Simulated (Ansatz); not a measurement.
Basis-set series for CH4GaIN2, SMILES `N=C(I)[NH][GaH2]`. The species carries charge 0 and has multiplicity 1. I takes the def2 core potential. The structure was optimised at the PBE0-D4/def2-TZVP level. It is one conformer, not always the lowest.

| functional | basis | functions | energy (Eh) | HOMO (eV) | LUMO (eV) |
| --- | --- | --- | --- | --- | --- |
| PBE0-D4 | def2-SVP | 120 | -2371.80088 | -7.16 | -1.88 |
| PBE0-D4 | def2-TZVPP | 247 | -2372.23001 | -7.31 | -1.96 |
| ωB97M-V | def2-SVP | 120 | -2372.02344 | -9.29 | -0.12 |
| ωB97M-V | def2-TZVPP | 247 | -2372.45819 | -9.47 | -0.24 |

Give the rows for def2-QZVPP. (Estimate.)

Ansatz gave: 
```tsv
functional	basis	functions	energy (Eh)	HOMO (eV)	LUMO (eV)
PBE0-D4	def2-QZVPP	462	-2372.28366	-7.33	-2.00
ωB97M-V	def2-QZVPP	462	-2372.51008	-9.49	-0.40
```

Scalar relativity is left out up to krypton.
